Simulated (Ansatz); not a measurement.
Geometry optimisation, UKS PBE-D4/def2-SVP (Ansatz 0.2.0).

The input (input.yaml):

```yaml
crystal:
  periodic: [false, false, false]
  atoms:
    - { symbol: B, position_ang: [0.0, 0.0, 0.0] }
    - { symbol: Cl, position_ang: [0.0, 0.0, 2.11] }
    - { symbol: Cl, position_ang: [1.6108, 0.0, -0.93] }
    - { symbol: Cl, position_ang: [-1.6108, 0.0, -0.93] }
    - { symbol: F, position_ang: [0.0, 0.0, 3.91] }
magnetization:
  spin_polarized: true
  initial_magnetization: 1
basis:
  gaussian: { orbitals: def2-SVP }
hamiltonian:
  xc: pbe
  dispersion: d4
relax:
  f_tol: 0.15
  max_steps: 25
  restrain:
    - { distance: [1, 4], at: 1.5, k: 30.0 }
    - { distance: [0, 1], at: 3.06, k: 30.0 }
```

Command:

```bash
$ ansatz run input.yaml --threads 2 --pin off --max-ram 3072MiB --backend cpu --events-out ev --progress --plain --runs-dir out
```

**Question.** Where does it end, and by what steps?

**Answer.** The forces met the threshold. The restraints hold the end off the free minimum; the threshold counts their pulls, which the force column leaves out. Restrained pairs: Cl2–F5 (1.80 → 1.61 Å), B1–Cl2 (2.11 → 3.04 Å). After 4 steps the energy has risen by 0.897 eV (the restraints' own energy left out); Cl2 moved furthest, 0.52 Å.

```json
{"step": "0", "energy less start (eV)": "0.0000", "largest force component (eV/Å)": "3.975", "accepted": "yes"}
{"step": "1", "energy less start (eV)": "0.4354", "largest force component (eV/Å)": "3.401", "accepted": "yes"}
{"step": "2", "energy less start (eV)": "1.1387", "largest force component (eV/Å)": "6.132", "accepted": "yes"}
{"step": "3", "energy less start (eV)": "0.9286", "largest force component (eV/Å)": "3.616", "accepted": "yes"}
{"step": "4", "energy less start (eV)": "0.8974", "largest force component (eV/Å)": "3.538", "accepted": "yes"}
```

```xyz
5
Properties=species:S:1:pos:R:3
B 0.000 0.000 -0.413
Cl 0.000 0.000 2.631
Cl 1.556 0.000 -1.147
Cl -1.556 0.000 -1.147
F 0.000 0.000 4.237
```

Time of the run: 16 s on 2 threads of Arm Neoverse V2, with other jobs on the host, peak memory 0.18 GiB.
